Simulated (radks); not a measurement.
Pr13+, 46 electrons, occupied as [Kr] 4d9 5s1 (not the ground configuration).

Calculated with a radial shooting solver on a logarithmic mesh with Libxc functionals: scalar-relativistic Kohn-Sham, BLYP, spin-polarised, spherical densities, finite nucleus; open shells are filled with parallel spins first (spin-orbit coupling, left out, can overturn this in heavy ions); Fermi nuclear charge, rms radius 4.8919 fm.

Energy parts (Ry):
total: -18373.0715
kinetic: 19519.2586
electron-nucleus: -43715.7612
Hartree: 6238.9186
exchange-correlation: -415.4875

Orbitals (lengths in bohr, moments of r in powers of bohr; <r^-3> diverges for s and p1/2):
orbital  occ.  eigenvalue (Ry)  <1/r>  <r^-3>
1s up       1        -3092.249  64.68       -
1s down     1        -3092.237  64.68       -
2s up       1        -513.1494  14.93       -
2s down     1        -513.1028  14.93       -
2p up       3        -461.1718  14.11    8485
2p down     3        -461.1335  14.11    8485
3s up       1        -125.2422  5.435       -
3s down     1        -125.2132  5.435       -
3p up       3        -108.7778  5.143    1717
3p down     3        -108.7462  5.143    1717
3d up       5        -85.67132  4.880   234.9
3d down     5        -85.62871  4.880   234.9
4s up       1        -38.87606  2.321       -
4s down     1        -38.74668  2.321       -
4p up       3        -33.35639  2.157   396.5
4p down     3        -33.22542  2.158   396.7
4d up       5        -25.42015  1.931   47.13
4d down     4        -25.28501  1.932   47.22
5s up       1        -17.10595  1.115       -
5s down     0        -16.95227  1.110       -

The highest occupied level is 5s up at -232.74 eV. The electron density at the nucleus is 4.338e+05 e/bohr^3 (large components only). The spin density at the nucleus is 320.9 e/bohr^3 (1s 1.0, 2s -1.4, 3s 0.1, 4s -0.4, 5s 321.5).
